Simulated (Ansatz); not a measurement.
Species: NO (charge 0, quartet). The spin state was set by rule; other spins were not relaxed. 
Structure (B3LYP-D3(BJ)/def2-TZVP (Ansatz, a first-principles code) minimum search):
```
N
O 1 1.4200
```
Charge 0, spin multiplicity 4.

Total electronic energies in hartree. Cores are frozen in the correlated levels unless marked. Open shells are spin-unrestricted. No spin-orbit coupling. No relativistic terms. CBS(X,Y): correlation extrapolated as X^-3; Hartree-Fock from the larger set (for Q and 5 zeta extrapolated as (X+1)exp(-9√X)).

```json
[
 {"level": "BLYP-D3(BJ)/def2-TZVPD", "program": "Ansatz + dftd3", "energy (Eh)": "(withheld)"},
 {"level": "r2SCAN-D3(BJ)/def2-TZVPD", "program": "Ansatz + dftd3", "energy (Eh)": "-129.72233"},
 {"level": "B3LYP/def2-TZVPD", "program": "Ansatz", "energy (Eh)": "(withheld)"},
 {"level": "HSE06-D3(BJ)/def2-TZVPD", "program": "Ansatz + dftd3", "energy (Eh)": "(withheld)"},
 {"level": "wB97X/def2-TZVPD", "program": "Ansatz", "energy (Eh)": "-129.74329"},
 {"level": "RI-MP2/aug-cc-pVTZ", "program": "Ansatz", "energy (Eh)": "-129.51453"},
 {"level": "CCSD/cc-pVDZ", "program": "Ansatz", "energy (Eh)": "-129.42588"},
 {"level": "CCSD/cc-pwCVTZ", "program": "Ansatz", "energy (Eh)": "-129.54147"},
 {"level": "CCSD(T)/CBS(cc-pVQZ,cc-pV5Z)", "program": "Ansatz", "energy (Eh)": "-129.6021"}
]
```

Q: Complete the blanks.

A: 
- BLYP-D3(BJ)/def2-TZVPD, energy (Eh): -129.76898
- B3LYP/def2-TZVPD, energy (Eh): -129.78038
- HSE06-D3(BJ)/def2-TZVPD, energy (Eh): -129.63561
